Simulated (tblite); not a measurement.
Start geometry of `C#Cc1c([O-])cccc1Cl` from a force field or distance geometry (Å):
```
atom  x, y, z in Å
C1     3.2862    0.3033   -0.1240
C2     2.0713    0.1852   -0.1024
C3     0.6536    0.0156   -0.0308
C4     0.1086   -1.2448   -0.0523
O5     0.9147   -2.3791   -0.1009
C6    -1.2836   -1.3622    0.0117
C7    -2.0645   -0.2233    0.0745
C8    -1.5010    1.0421    0.0909
C9    -0.1154    1.1625    0.0304
Cl10   0.6435    2.7401    0.0409
H11    4.3283    0.4000   -0.1421
H12   -1.7847   -2.3212    0.0131
H13   -3.1563   -0.2635    0.1349
H14   -2.1012    1.9450    0.1338
```

Question: What comes out of this run: GFN2-xTB geometry optimisation, gas phase (tblite)?

Answer: 
```
atom  x, y, z in Å
C1     3.2979    0.3077   -0.1218
C2     2.1021    0.1783   -0.0860
C3     0.7040    0.0318   -0.0367
C4     0.1324   -1.3081   -0.0474
O5     0.8292   -2.3426   -0.1045
C6    -1.2998   -1.3389    0.0151
C7    -2.0707   -0.2106    0.0795
C8    -1.5001    1.0617    0.0867
C9    -0.1237    1.1363    0.0281
Cl10   0.6053    2.7381    0.0397
H11    4.3426    0.4040   -0.1526
H12   -1.7644   -2.3176    0.0119
H13   -3.1519   -0.2958    0.1277
H14   -2.1036    1.9552    0.1381
```

The energy falls by 14.5 kcal/mol over 19 L-BFGS steps, the largest force on an atom goes from 7.03 to 0.009 eV/Å, and the atoms move by 0.041 Å rms after alignment. The bond that changes most is C4–O5 (aromatic carbon bearing oxygen to aryloxide oxygen), which shortens by 0.144 Å. Bonds longer at the end by more than 0.005 Å: 4 of 14; shorter: 7. Among the angles that change most is C4–C6–H12, from 122.4° to 116.6°. Rotational constants go from 1567, 1187, 675.4 to 1562, 1194, 676.6 MHz. The orientation of the end geometry is arbitrary; only internal coordinates are fixed.

On one thread of an Arm Neoverse V2 (shared host), this took 0.13 s of wall time.

Its GFN2-xTB frequencies are all real (lowest 79 cm⁻¹).

The numbers are calculated, not measured.
